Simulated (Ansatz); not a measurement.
Reaction (SMILES): O=C1CC1 + 4 C (CH4) → C=O (CH2O) [formaldehyde] + 3 CC (C2H6) [ethane]
Geometries: B3LYP-D3(BJ)/def2-TZVP minima from Ansatz (a program for electronic structure).

Quantity: bond separation energy (electronic energy difference), in kJ/mol. Valence correlation only, unless marked. No spin-orbit coupling. Non-relativistic. Basis-set limits of correlation are two-point, X^-3; Hartree-Fock from the larger set. The bracket is a focal-point correction in the basis named.

| level | program | bond separation energy (kJ/mol) |
|---|---|---|
| PBE0-D3(BJ)/def2-TZVP | Ansatz + dftd3 | -98.3 |
| r2SCANh/def2-TZVPD | Ansatz | -89.4 |
| CAM-B3LYP-D4/def2-TZVPD | Ansatz + dftd4 | -101.2 |
| LC-wPBE/def2-TZVPD | Ansatz | -94.4 |
| MP2/6-31G | Ansatz | -105.6 |
| SCS-MP2/6-31G | Ansatz | -107.5 |
| CCSD(T)/STO-3G | Ansatz | -166.3 |
| CCSD(T)/aug-cc-pVTZ | Ansatz | -108.5 |
| CCSD(T)/cc-pVTZ | Ansatz | -107.8 |
| RI-MP2/CBS(cc-pVTZ,cc-pVQZ)+[CCSD(T)-MP2]/cc-pVTZ | Ansatz | -107.4 |
